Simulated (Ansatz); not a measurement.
Ansatz (a quantum-chemistry and plane-wave program) input (B3LYP-D3(BJ)/def2-TZVP):

Ansatz 0.2 input:
```yaml
crystal:
  periodic: [false, false, false]
  atoms:
    - {symbol: C, position_ang: [-2.41176356, -0.93842045, -0.75500565]}
    - {symbol: C, position_ang: [-1.32856086, 0.05679854, -0.63616434]}
    - {symbol: C, position_ang: [-1.86916670, 1.34279142, 0.02946233]}
    - {symbol: C, position_ang: [-0.14900774, -0.52290870, 0.15880795]}
    - {symbol: C, position_ang: [1.09289148, 0.37404576, 0.15481039]}
    - {symbol: C, position_ang: [2.24149013, -0.30915820, 0.82507197]}
    - {symbol: C, position_ang: [3.39438199, -0.58310450, 0.24487264]}
    - {symbol: H, position_ang: [-3.08742531, -0.91776577, -1.58727101]}
    - {symbol: H, position_ang: [-2.62088828, -1.60979380, 0.05537961]}
    - {symbol: H, position_ang: [-0.98227128, 0.33357177, -1.64001367]}
    - {symbol: H, position_ang: [-2.16592471, 1.13603329, 1.05481465]}
    - {symbol: H, position_ang: [-1.11288457, 2.12296097, 0.02872721]}
    - {symbol: H, position_ang: [-2.73737471, 1.70547916, -0.51515317]}
    - {symbol: H, position_ang: [-0.46528915, -0.70444726, 1.18829723]}
    - {symbol: H, position_ang: [0.12059113, -1.48644514, -0.28065729]}
    - {symbol: H, position_ang: [1.36148581, 0.62618370, -0.87311719]}
    - {symbol: H, position_ang: [0.87602673, 1.30151748, 0.69084967]}
    - {symbol: H, position_ang: [2.07026258, -0.59296139, 1.85583984]}
    - {symbol: H, position_ang: [3.59040702, -0.31323652, -0.78024814]}
    - {symbol: H, position_ang: [4.19427633, -1.08171842, 0.76563995]}
basis:
  gaussian:
    orbitals: def2-TZVP
hamiltonian:
  xc: b3lyp
  dispersion: d3bj
magnetization: {spin_polarized: true, initial_magnetization: 1}
relax: {f_tol: 0.002, max_steps: 150}
```

End of the output:

```
Atom 6 at     3.407078    -0.609781     0.307588 Å, force    -0.000113    -0.000529     0.000524 eV/Å
Atom 7 at    -3.479550    -0.642400    -0.819108 Å, force     0.000524    -0.000161    -0.000178 eV/Å
Atom 8 at    -2.219167    -2.002513    -0.814409 Å, force     0.000483     0.000257     0.000218 eV/Å
Atom 9 at    -0.996507     0.281557    -1.625877 Å, force    -0.000066     0.000255     0.000063 eV/Å
Atom 10 at    -2.177069     1.227395     1.029506 Å, force     0.000128    -0.000283    -0.000077 eV/Å
Atom 11 at    -1.108835     2.152000    -0.033636 Å, force     0.000007     0.000109     0.000068 eV/Å
Atom 12 at    -2.734904     1.737082    -0.566412 Å, force     0.000044     0.000073     0.000068 eV/Å
Atom 13 at    -0.452981    -0.693378     1.203894 Å, force    -0.000045     0.000069    -0.000157 eV/Å
Atom 14 at     0.095193    -1.496633    -0.253395 Å, force     0.000245     0.000074    -0.000048 eV/Å
Atom 15 at     1.383559     0.556589    -0.908763 Å, force    -0.000313    -0.000268     0.000009 eV/Å
Atom 16 at     0.876717     1.331183     0.585250 Å, force     0.000148    -0.000023    -0.000206 eV/Å
Atom 17 at     2.093765    -0.449735     1.917044 Å, force    -0.000210     0.000433    -0.000304 eV/Å
Atom 18 at     3.605046    -0.444641    -0.745871 Å, force    -0.000137     0.000077     0.000115 eV/Å
Atom 19 at     4.198214    -1.067777     0.887300 Å, force     0.000110     0.000265     0.000044 eV/Å
Dipole moment:    -0.042980     0.055160    -0.025552 e Å
```

It need not be the lowest isomer of its formula.
